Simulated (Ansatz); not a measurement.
# What a proton shuttle does

BH₂Cl ([BH2][Cl]) + HF → BH₂F ([BH2][F]) + HCl (links in brackets), a four-centre ligand exchange, has a barrier of 13.18 kcal/mol above its start structure and a step energy of -10.12 kcal/mol. One HF is now added to the ring of the saddle, taking the hydrogen and handing on one of its own. Gas-phase electronic energies, without zero-point energy, by CCSD(T) at an estimated basis limit (MP2 extrapolated from triple and quadruple zeta, plus CCSD(T) − MP2 in triple zeta); Ansatz 0.2.0, def2-TZVPP and QZVPP, frozen cores, on PBE0-D4/def2-TZVP structures. Extrapolation: Hartree–Fock as exp(−7.88 √X), correlation as X^−2.97. Each barrier counts from its own start structure, which holds all the molecules, is reached by relaxing down from the saddle and may not be the deepest complex; no counterpoise correction.

Question: What are the barrier and the step energy with the shuttle? (To be estimated.)

Answer: The calculation gives: Barrier 5.26 kcal/mol, 7.92 kcal/mol lower than without; step energy -7.96 kcal/mol, both from the start structure. Counted from all the molecules apart, the saddle lies at -5.81 kcal/mol with the shuttle and at 10.78 kcal/mol without; the start well goes from -2.40 to -11.07 kcal/mol. At the saddle the angle at each passing proton is F–H···Cl 133° without the shuttle, against F–H···F 162° and F–H···Cl 156° with it. Bringing in the extra molecule costs entropy, which these electronic energies leave out.

The T1 diagnostic stays at or below 0.012.

For scale, one of the runs: CCSD(T)/def2-TZVPP, 191 basis functions, launched by `ansatz run in.yaml --threads 4 --pin off --events-out ev --progress --plain --max-ram 9574MiB`. Hardware: 4 CPU threads of an Intel Xeon, shared host. Wall time 49 s; peak host memory 2.2 GiB.
